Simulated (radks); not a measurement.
Task: Ionisation ladder of gallium, from Ga to Ga2+. Each ion is in the ground configuration listed by NIST, and IE = E(next ion) - E(this ion). Calculated with a radial shooting solver on a logarithmic mesh with Libxc functionals: Dirac Kohn-Sham, BLYP, spin-unpolarised, spherical densities, finite nucleus; open shells fill j = l - 1/2 first; Fermi nuclear charge, rms radius 3.9973 fm.

| species | configuration | IE, Delta-SCF (eV) | -e(HOMO) (eV) | HOMO |
|---|---|---|---|---|
| Ga | [Ar] 3d10 4s2 4p1 | ? | 2.557 | 4p1/2 |
| Ga+ | [Ar] 3d10 4s2 | 21.239 | 16.366 | 4s1/2 |
| Ga2+ | [Ar] 3d10 4s1 | 31.545 | 26.258 | 4s1/2 |

Estimate the withheld Delta-SCF values.

Result: Ga: 5.748 eV (NIST 5.999).

Beside tabulated values, note that spin-unpolarised runs miss the spin-polarisation part of the exchange energy of open shells.
